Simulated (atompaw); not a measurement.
**u(r) = r·R(r): atom against pseudo-atom (phosphorus)**

Columns: radius, all-electron u(r) and pseudo u(r) of the 3p shell (level -5.51 eV) of phosphorus in the configuration [Ne] 3s2 3p3; PBE, scalar-relativistic, PAW (atompaw) scheme, atompaw 4.2.0.5.

| r (bohr) | all-electron | pseudo |
| --- | --- | --- |
| 0.065 | -0.0709 | 0.0028 |
| 0.131 | -0.1806 | 0.0115 |
| 0.196 | -0.2586 | 0.0254 |
| 0.262 | -0.2942 | 0.0448 |
| 0.327 | -0.2903 | 0.0686 |
| 0.392 | -0.2570 | 0.0965 |
| 0.458 | -0.2022 | 0.1285 |
| 0.523 | -0.1354 | 0.1628 |
| 0.588 | -0.0616 | 0.1993 |
| 0.654 | 0.0160 | 0.2380 |
| 0.719 | 0.0919 | 0.2768 |
| 0.785 | 0.1664 | 0.3165 |
| 0.850 | 0.2357 | 0.3552 |
| 0.915 | 0.3001 | 0.3931 |
| 0.981 | 0.3599 | 0.4301 |
| 1.046 | 0.4133 | 0.4650 |
| 1.112 | 0.4619 | 0.4983 |
| 1.177 | 0.5045 | 0.5289 |
| 1.242 | 0.5418 | 0.5570 |
| 1.308 | 0.5744 | 0.5830 |
| 1.373 | 0.6017 | 0.6059 |
| 1.438 | 0.6242 | 0.6259 |
| 1.504 | 0.6428 | 0.6431 |
| 1.569 | 0.6570 | 0.6570 |
| 1.635 | 0.6677 | 0.6677 |
| 1.700 | 0.6749 | 0.6749 |

(1) How many radial nodes do the two functions have?

(2) Is the pseudo-wave norm-conserving?

Answers

(1) The all-electron 3p function has n − l − 1 = 1; the pseudo-wave has 0, since the states of the same l below it are removed with the core.

(2) No, it belongs to a PAW set: the norm inside the radius is not constrained, and the difference is carried by the augmentation charge.
